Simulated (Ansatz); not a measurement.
A nudged elastic band was laid between two geometries of Cl2H3NOTi + H4Si (13 atoms, charge 0, multiplicity 1).

These are results of RKS PBE/def2-SVP in Ansatz 0.2.0, not measurements.

| Item | Value |
| --- | --- |
| movable images | 7 |
| climbing image | yes |
| spring | 5.0 eV/Å² |
| optimiser | quadratic models (default) |
| start path | through a guess of the saddle point |
| force threshold | 0.05 eV/Å |
| iteration limit | 60 |
| end points | relaxed |

Image 0:

```xyz
13
Properties=species:S:1:pos:R:3
Ti -0.361 0.581 0.133
Cl -0.285 1.350 2.217
Cl 1.727 0.392 -0.624
N -1.332 1.751 -0.931
H -2.138 1.483 -1.507
H -1.146 2.758 -1.009
O -1.153 -0.993 0.032
H -0.827 -1.905 0.173
Si 1.902 -2.848 1.340
H 0.783 -3.008 0.338
H 3.193 -2.661 0.602
H 1.957 -4.102 2.167
H 1.603 -1.670 2.219
```

Image 8:

```xyz
13
Properties=species:S:1:pos:R:3
Ti -0.166 -0.596 -0.916
Cl -0.747 0.373 3.216
Cl 0.661 -0.767 -2.960
N -0.004 1.037 -0.056
H -0.494 1.261 0.825
H 0.694 1.760 -0.274
O -1.593 -1.469 -0.348
H -2.134 -2.267 -0.481
Si 1.613 -1.745 0.556
H 1.802 -3.236 0.375
H 2.989 -1.123 0.491
H 1.213 -1.606 2.026
H 0.090 -0.497 2.695
```

Which bonds break or form, and what moves?

Bonds broken: Ti1–Cl2, Si9–H13. Bonds formed: Ti1–Si9, Cl2–H13. Cl2H3NOTi + H4Si becomes ClH + ClH6NOSiTi.

Give the energies along the band, and the barrier.

It converged. The highest image is number 6 of 0 to 8, 188.9 kJ/mol above the first end and 34.4 kJ/mol above the last; the last end lies 154.5 kJ/mol above the first. Neighbouring images differ by up to 1.4 eV, so the band resolves the path poorly. A vibrational analysis at the climbing image gives one clearly imaginary mode, 139i cm⁻¹: a first-order saddle point. The orbitals stay closed-shell, which can raise the energy where a bond breaks towards radicals; this wasn't checked here.

```
image  path coordinate (Å)  energy (kJ/mol)  Ti1–Cl2 (Å)  Si9–H13 (Å)  Ti1–Si9 (Å)
    0                 0.00              0.0         2.22         1.50         4.28
    1                 2.01              2.6         2.22         1.50         4.47
    2                 4.01              4.3         2.22         1.50         4.82
    3                 6.01              4.2         2.22         1.50         4.74
    4                 8.02              7.6         2.23         1.50         4.28
    5                10.02             50.2         2.27         1.51         3.46
    6                12.02            188.9         2.84         2.07         2.73
    7                13.29            166.3         3.65         2.56         2.62
    8                14.57            154.5         4.28         2.91         2.58
```

What is the geometry of the highest image?


```xyz
13
Properties=species:S:1:pos:R:3:forces:R:3
Ti -0.293 -0.593 -0.214 0.01 0.01 0.00
Cl -0.951 -0.358 2.540 0.01 -0.01 0.00
Cl 0.735 -1.171 -2.083 0.00 0.00 0.00
N -0.211 1.264 -0.134 -0.01 -0.01 0.00
H -0.894 1.893 0.303 0.00 0.00 0.00
H 0.543 1.795 -0.587 0.00 0.00 0.00
O -1.911 -1.356 -0.230 -0.01 0.00 0.01
H -2.265 -1.892 -0.965 0.00 0.00 0.00
Si 1.869 -1.708 1.022 0.00 0.00 0.00
H 1.911 -3.146 0.567 0.00 0.00 0.00
H 3.058 -0.984 0.439 0.00 0.00 0.00
H 2.108 -1.746 2.519 0.00 0.00 0.00
H 0.227 -0.869 1.973 -0.01 0.00 0.01
```

Time of the run: 25 min on 4 threads of Intel(R) Xeon(R) Processor @ 2.50GHz (Skylake/Cascade Lake) (shared host), peak memory 0.28 GiB.
